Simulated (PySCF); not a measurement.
Potential energy curve for SnS, singlet.

- UHF/def2-SVP, def2 effective core potentials past Kr (PySCF)
- RHF/def2-SVP, def2 effective core potentials past Kr (PySCF)
- UKS-LDA (SVWN5) = unrestricted LDA (SVWN5)/def2-SVP, def2 effective core potentials past Kr in PySCF
- RKS-LDA (SVWN5) = PySCF with restricted LDA (SVWN5)/def2-SVP, def2 effective core potentials past Kr
- UKS-BLYP = unrestricted BLYP/def2-SVP, def2 effective core potentials past Kr (PySCF)
- RKS-BLYP = restricted BLYP/def2-SVP, def2 effective core potentials past Kr (PySCF)
- UKS-PBE = PySCF 2.14.0 with unrestricted PBE/def2-SVP, def2 effective core potentials past Kr
- RKS-PBE = PySCF with restricted PBE/def2-SVP, def2 effective core potentials past Kr

Scanned distances (Å): 1.77, 1.88, 1.99, 2.06, 2.16, 2.20, 2.28, 2.35, 2.45, 2.56, 2.75, 2.96, 3.33, 3.62, 3.96, 4.41, 4.83, 5.43, 5.95, 6.67, 7.73, 8.85.

Where does the unrestricted solution first break spin symmetry (<S²> of 0.01 or more)?

UHF: between 2.28 and 2.35 Å; UKS-LDA (SVWN5): between 2.75 and 2.96 Å; UKS-BLYP: between 2.75 and 2.96 Å; UKS-PBE: between 2.75 and 2.96 Å.

```
R / Å  <S²> UHF  E(RHF) − E(UHF) / kcal/mol  <S²> UKS-LDA (SVWN5)  E(RKS-LDA (SVWN5)) − E(UKS-LDA (SVWN5)) / kcal/mol  <S²> UKS-BLYP  E(RKS-BLYP) − E(UKS-BLYP) / kcal/mol  <S²> UKS-PBE  E(RKS-PBE) − E(UKS-PBE) / kcal/mol
-----  --------  --------------------------  --------------------  --------------------------------------------------  -------------  ------------------------------------  ------------  ----------------------------------
1.77       0.00                         0.0                  0.00                                                 0.0           0.00                                   0.0          0.00                                 0.0
1.88       0.00                         0.0                  0.00                                                 0.0           0.00                                   0.0          0.00                                 0.0
1.99       0.00                         0.0                  0.00                                                 0.0           0.00                                   0.0          0.00                                 0.0
2.06       0.00                         0.0                  0.00                                                 0.0           0.00                                   0.0          0.00                                 0.0
2.16       0.00                         0.0                  0.00                                                 0.0           0.00                                   0.0          0.00                                 0.0
2.20       0.00                         0.0                  0.00                                                 0.0           0.00                                   0.0          0.00                                 0.0
2.28       0.00                         0.0                  0.00                                                 0.0           0.00                                   0.0          0.00                                 0.0
2.35       0.43                         0.1                  0.00                                                 0.0           0.00                                   0.0          0.00                                 0.0
2.45       0.72                         4.6                  0.00                                                 0.0           0.00                                   0.0          0.00                                 0.0
2.56       0.84                        11.5                  0.00                                                 0.0           0.00                                   0.0          0.00                                 0.0
2.75       0.96                        24.4                  0.00                                                 0.0           0.00                                   0.0          0.00                                 0.0
2.96       1.14                        38.1                  0.10                                                 0.0           0.20                                   0.2          0.36                                 0.7
3.33       1.65                        57.3                  0.78                                                 3.1           0.82                                   3.5          0.92                                 5.2
3.62       2.00                        67.8                  1.10                                                 6.7           1.11                                   7.1          1.20                                 9.5
3.96       2.01                        75.9                  1.35                                                10.9           1.35                                  11.2          1.43                                14.3
4.41       2.01                        82.0                  1.57                                                15.5           1.56                                  15.6          1.61                                19.4
4.83       2.02                        85.0                  1.69                                                18.7           1.67                                  18.6          1.71                                23.0
5.43       2.02                        86.8                  1.78                                                21.7           1.77                                  21.6          1.80                                26.5
5.95       2.02                        87.5                  1.82                                                23.1           1.81                                  23.2          1.85                                28.7
6.67       2.02                        87.8                  1.85                                                24.2           1.85                                  24.6          1.87                                30.5
7.73       2.02                        88.0                  1.87                                                   —           2.00                                     —          1.89                                   —
8.85       2.02                        88.1                  1.87                                                   —           2.00                                     —          1.89                                   —
```

A dash means that the run gave no value there, or that the column was ended at a point which the program doubted or which failed a test of continuity chosen for this set; such a test can also cut sound points.
